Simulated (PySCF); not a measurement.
**Ionisation energy of Zn by level of theory**

Zn [Ar] 3d10 4s2 (1S) → Zn⁺ [Ar] 3d10 4s1 (2S), as a difference of total energies. Calculation: PySCF 2.14, in aug-cc-pVQZ-PP with ECP10MDF (7s7p6d4f3g2h, 135 functions); a scalar-relativistic core potential. Correlated levels: valence: 3s2 3p6 frozen. The calculations carry no spin-orbit coupling.

| method | ionisation energy (eV) | error (eV) |
| --- | --- | --- |
| UHF | 7.792 | -1.602 |
| LDA | 9.910 | +0.516 |
| PBE | 9.563 | +0.169 |
| PBE0 | 9.251 | -0.143 |
| r2SCAN | 9.435 | +0.041 |
| BHandHLYP | 9.151 | -0.243 |
| MN15 | 9.290 | -0.104 |
| TPSSh | 9.217 | -0.177 |
| MP2 (valence) | 9.227 | -0.167 |
| SCS-MP2 (valence) | 9.242 | -0.152 |

Reference: 9.394 eV (measured; NIST Atomic Spectra Database, ionization energies).

MP2 underrates the near-degeneracy of ns² with np² in the lower species.
